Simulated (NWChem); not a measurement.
# PbSiNH₅, singlet; SMILES [NH2][Pb][SiH3]

```xyz
8

Pb    -0.2030     0.4449     0.4917
N      1.8127     0.7647    -0.1142
H      2.2489     1.6813    -0.1560
H      2.4636     0.0380    -0.3974
Si     0.1272    -2.2678     0.1024
H     -0.0991    -3.0588     1.3601
H      1.5107    -2.6071    -0.3785
H     -0.8315    -2.8223    -0.9136
```
Atoms are numbered in this order, from 1.

Level: PBE0/def2-SVP with def2 effective core potentials on Pb (NWChem), optimised geometry, unscaled harmonic frequencies. Low-valent species are run as closed-shell singlets; no triplet was tried in these runs. def2 effective core potentials on Pb; no spin-orbit coupling.

Q: List the harmonic frequencies with IR intensities, and the thermochemistry.

A: 
```json
[
 {"frequency (cm⁻¹)": "39", "IR intensity (km/mol)": "0.0"},
 {"frequency (cm⁻¹)": "114", "IR intensity (km/mol)": "1.4"},
 {"frequency (cm⁻¹)": "243", "IR intensity (km/mol)": "16.0"},
 {"frequency (cm⁻¹)": "319", "IR intensity (km/mol)": "1.7"},
 {"frequency (cm⁻¹)": "366", "IR intensity (km/mol)": "217.1"},
 {"frequency (cm⁻¹)": "406", "IR intensity (km/mol)": "7.6"},
 {"frequency (cm⁻¹)": "504", "IR intensity (km/mol)": "2.5"},
 {"frequency (cm⁻¹)": "556", "IR intensity (km/mol)": "61.4"},
 {"frequency (cm⁻¹)": "640", "IR intensity (km/mol)": "29.2"},
 {"frequency (cm⁻¹)": "841", "IR intensity (km/mol)": "352.5"},
 {"frequency (cm⁻¹)": "932", "IR intensity (km/mol)": "34.0"},
 {"frequency (cm⁻¹)": "936", "IR intensity (km/mol)": "31.1"},
 {"frequency (cm⁻¹)": "1502", "IR intensity (km/mol)": "6.1"},
 {"frequency (cm⁻¹)": "2173", "IR intensity (km/mol)": "118.7"},
 {"frequency (cm⁻¹)": "2187", "IR intensity (km/mol)": "118.6"},
 {"frequency (cm⁻¹)": "2188", "IR intensity (km/mol)": "122.6"},
 {"frequency (cm⁻¹)": "3575", "IR intensity (km/mol)": "18.4"},
 {"frequency (cm⁻¹)": "3697", "IR intensity (km/mol)": "23.8"}
]
```

```json
{
  "zero_point_energy": "30.3 kcal/mol",
  "thermal correction to the enthalpy at 298.15 K (with zero-point energy)": "35.1 kcal/mol",
  "heat capacity Cv": "21.2 cal/(mol K)",
  "entropy at 298.15 K and 1 atm (symmetry number 1)": "85.1 cal/(mol K)"
}
```

Rigid rotor and harmonic oscillator; modes under 100 cm⁻¹ make the entropy uncertain.
